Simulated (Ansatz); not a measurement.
Geometry optimisation, UKS PBE/def2-SVP (Ansatz 0.2.0).

Input file:

```yaml
crystal:
  periodic: [false, false, false]
  atoms:
    - { symbol: Sn, position_ang: [0.0, 0.0, 0.0] }
    - { symbol: Cl, position_ang: [0.0, 0.0, 2.66] }
    - { symbol: H, position_ang: [1.6408, 0.0, -0.5794] }
    - { symbol: Cl, position_ang: [-1.1351, 1.9666, -0.8025] }
    - { symbol: H, position_ang: [-0.8195, -1.4198, -0.5794] }
    - { symbol: Cl, position_ang: [0.0, 0.0, 5.0] }
magnetization:
  spin_polarized: true
  initial_magnetization: 1
basis:
  gaussian: { orbitals: def2-SVP }
hamiltonian:
  xc: pbe
relax:
  f_tol: 0.15
  max_steps: 25
  restrain:
    - { distance: [1, 5], at: 3.24, k: 30.0 }
    - { distance: [0, 1], at: 2.41, k: 30.0 }
```

Launched with:

```bash
$ ansatz run input.yaml --threads 2 --pin off --max-ram 3072MiB --backend cpu --events-out ev --progress --plain --runs-dir out
```

Task: Where does it end, and by what steps?

Result: The forces met the threshold. The restraints hold the end off the free minimum; the threshold counts their pulls, which the force column leaves out. Restrained pairs: Cl2–Cl6 (2.34 → 3.23 Å), Sn1–Cl2 (2.66 → 2.40 Å). After 4 steps the energy has fallen by 0.342 eV (the restraints' own energy left out); Cl6 moved furthest, 0.54 Å.

| step | energy less start (eV) | largest force component (eV/Å) | accepted |
| --- | --- | --- | --- |
| 0 | 0.0000 | 1.758 | yes |
| 1 | -0.3173 | 0.677 | yes |
| 2 | -0.3461 | 0.415 | yes |
| 3 | -0.3211 | 0.281 | yes |
| 4 | -0.3420 | 0.309 | yes |

```xyz
6
Properties=species:S:1:pos:R:3
Sn 0.013 -0.022 -0.101
Cl -0.018 0.030 2.299
H 1.662 0.083 -0.563
Cl -1.097 1.901 -0.904
H -0.903 -1.398 -0.564
Cl 0.028 -0.048 5.532
```

The run took 18 s on 2 threads of Intel(R) Xeon(R) 6975P-C (Granite Rapids) (shared host), peak memory 0.22 GiB.
